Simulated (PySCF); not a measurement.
CrO3, SMILES [O]=[Cr](=[O])=[O], multiplicity 1. Geometry optimised at PBE-D3(BJ)/def2-SVP. The spin state was assumed, not searched. The isomer is the one that the SMILES or the coordinates give; other isomers of the formula were not compared.

Method: PBE-D3(BJ)/def2-SVP (PySCF 2.14.0).

Harmonic wavenumbers (cm⁻¹): 264, 384, 384, 1003, 1074, 1074. Rotational constants (GHz): 8.413, 8.413, 4.567; symmetry number 3.

### Question
Work out the zero-point energy and the ideal-gas rigid-rotor harmonic-oscillator thermochemistry at 298.15 K and 1 atm.

### Answer
ZPE = ½ Σ hcν = ½ × 4184 cm⁻¹ = 5.98 kcal/mol. H − E(el) = 9.11 kcal/mol. Entropy in cal/(mol K): translation 39.72, rotation 22.23, vibration 3.91, total 65.86. G − E(el) = -10.53 kcal/mol. Cp = 13.68 cal/(mol K).
